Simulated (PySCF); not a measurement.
PySCF job for C3H9NSi, SMILES [SiH3][C@H]1CCN1, SMD-M06-2X/6-31G*. The structure is a stationary point at PBE0-D3(BJ)/def2-SVP. The structure was generated by enumeration; whether it is a known compound was not checked.

```python
import numpy as np
from pyscf import gto, scf, dft
from pyscf.solvent import smd

mol = gto.M(
    atom='''
    Si    1.74528900    0.29557991    0.25646287
    C     0.08416094   -0.36163065   -0.37053785
    C    -0.95322924   -0.90078744    0.64418011
    C    -1.97716370   -0.04268830   -0.11578282
    N    -0.87015675    0.71506464   -0.70143592
    H     2.38138596    1.14949479   -0.79453529
    H     1.52351916    1.11517816    1.48577157
    H     2.68516593   -0.82498994    0.58466087
    H     0.23092652   -1.09651858   -1.18976186
    H    -1.11340661   -1.98690312    0.66741388
    H    -0.77992809   -0.54006349    1.66891141
    H    -2.68931843    0.55289751    0.48024073
    H    -2.55453303   -0.64486290   -0.84556309
    H    -0.94936820    0.96283468   -1.68472379
    ''',
    basis='6-31G*',
    charge=0,
    spin=0,
    max_memory=1600,
    verbose=3,
)
mf = dft.RKS(mol, xc='m06-2x').density_fit(auxbasis='def2-universal-jkfit')
mf.grids.level = 4
mf.conv_tol = 1e-9
mf.max_cycle = 100
mf.kernel()
res = {}
for name in ['water', 'chloroform', 'cyclohexanone']:
    s = mf.SMD()
    s.with_solvent.solvent, s.with_solvent.sasa_ng = name, 194
    s.kernel(mf.make_rdm1())
    res[name] = (s.e_tot, s.with_solvent.get_cds(), s.dip_moment(), s.mo_energy, s.converged)
    print(f'SMD {name}: dG(solv) = {(s.e_tot - mf.e_tot) * 627.509474:.3f} kcal/mol, of which CDS {res[name][1] * 627.509474:.3f}')
```

Log of the run:

```
converged SCF energy = -463.786057517632
converged SCF energy = -463.788871844575
Dipole moment(X, Y, Z, Debye): -1.26351, -1.69737, -1.19368
SMD water: dG(solv) = -1.766 kcal/mol, of which CDS 2.003
converged SCF energy = -463.792627273266
Dipole moment(X, Y, Z, Debye): -1.20111, -1.52336, -1.06609
SMD chloroform: dG(solv) = -4.123 kcal/mol, of which CDS -1.540
converged SCF energy = -463.791445957004
Dipole moment(X, Y, Z, Debye): -1.24717, -1.64431, -1.15396
SMD cyclohexanone: dG(solv) = -3.381 kcal/mol, of which CDS 0.044
```

Self-consistency was reached.
